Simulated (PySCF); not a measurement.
An excited-state table with gaps

Compound: C2H11AsSSi2.
SMILES: `CS[Si@@H](C)[AsH][SiH3]`

Method: TDDFT B3LYP/def2-SVPD, vertical, gas phase, core orbitals frozen in the response (PySCF 2.14.0, density-fitted response routines). The structure is a single PBE0-D3(BJ)/def2-SVP conformer in the gas phase; no vibrational or solvent corrections. Relativistic effects, spin–orbit coupling among them, are left out although an element past zinc is present.

Orbital energies (eV): HOMO-3 -8.46, HOMO-2 -7.92, HOMO-1 -7.17, HOMO -6.54, LUMO -0.55, LUMO+1 -0.24, LUMO+2 -0.17.

Lowest singlets, with some entries withheld (?).

```csv
state,E (eV),f,"main configurations (H = HOMO, L = LUMO)"
S1,5.02,?,H→L (90%)
S2,5.52,?,"H→L+2 (48%), H→L+1 (32%)"
S3,5.53,?,"H→L+1 (58%), H→L+2 (34%)"
S4,5.75,?,"H→L+3 (60%), H-1→L (28%)"
S5,5.81,?,"H-1→L (49%), H→L+3 (26%), H-1→L+1 (12%)"
S6,6.07,?,"H-1→L+1 (60%), H→L+4 (14%), H-1→L+2 (12%)"
```

Problem. Fill in the withheld entries.

Solution. 
- S1: f = 0.0078
- S2: f = 0.018
- S3: f = 0.0022
- S4: f = 0.0037
- S5: f = 0.037
- S6: f = 0.042

Problem. What is the mean static polarisability from the same response equations?

Solution. 139.1 au (20.61 Å³), with principal values 117.2, 139.6 and 160.4 au.

Problem. Which level carries the most intensity, and what share of the listed sum of f?

Solution. S6, with f = 0.042 of 0.111, 38%.

Problem. How far apart are S3 and S4, in eV and cm⁻¹?

Solution. 5.747 − 5.530 = 0.217 eV, or about 1740 cm⁻¹.

Time: 54 s of wall time (with the writing of density and orbital grids); peak memory 1.1 GiB. Hardware: one thread, Arm Neoverse V2 (aarch64), shared host with 48 logical CPUs at a one-minute load of 53.
